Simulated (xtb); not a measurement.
C3H8N (SMILES [CH2]NCC), doublet, geometry from GFN2-xTB. Base run: GFN2-xTB in xtb.

The xtb input:
```
$ xtb mol.xyz --gfn 2 --uhf 1 --json

# file mol.xyz
12

C      1.83837788     0.50768624     0.14523692
N      0.47015236     0.43049383     0.36749993
C     -0.35118331    -0.32436927    -0.54864423
C     -1.73716938    -0.54538228     0.04424207
H      2.31059317    -0.39053467    -0.20746643
H      2.38702468     1.14489471     0.81266347
H      0.05420302     1.31043497     0.64595892
H     -0.44485095     0.17886649    -1.52564641
H      0.14296480    -1.28515797    -0.71687676
H     -1.65803034    -1.04878092     1.00444777
H     -2.33823590    -1.15637235    -0.62364002
H     -2.24488629     0.40558487     0.19305125
```

Each row names what was changed in the base input (with any setting that the change needs).

| change | ΔE vs base (mEh) | dipole (D) | G_solv (kcal/mol) | SCF cycles |
|---|---|---|---|---|
| base | 0.000 | 1.58 | - | 10 |
| alpb = water | -2.992 | 1.94 | -2.30 | 10 |
| alpb = dmso | -6.836 | 1.83 | -4.51 | 10 |
| gbsa = methanol | -5.837 | 1.84 | -3.86 | 10 |
| acc = 0.1 | 0.000 | 1.58 | - | 12 |
| etemp = 1000 | 0.000 | 1.58 | - | 10 |
| alpb = methanol | -6.595 | 1.86 | -4.37 | 10 |

ALPB and GBSA are two models with their own fitted parameters for each solvent, which aren't always the measured dielectric constant.
